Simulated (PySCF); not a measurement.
Ti(O)2 cation (O₂Ti), SMILES [O]=[Ti]=[O] (connectivity only; charge and spin as stated), charge +1, multiplicity 2.

Geometry optimised at B3LYP-D3(BJ)/def2-TZVP. A frequency run showed that this geometry is not a minimum. The spin state was assumed, not searched. The isomer is the one that the SMILES or the coordinates give; other isomers of the formula were not compared.

These are B3LYP-D3(BJ)/def2-TZVP (PySCF) values and carry that method's errors.

Frequencies are harmonic and unscaled.

Problem. Give all harmonic wavenumbers and intensities. (Estimate from the structure and the level; the computed values follow.)

Solution. 
```tsv
mode	ν (cm⁻¹)	IR (km/mol)	moving atoms (share of kinetic energy)
1	181i	27.6	O 73 %, Ti 27 %
2	258	15.2	O 84 %, Ti 16 %
3	997	56.0	O 76 %, Ti 24 %
```
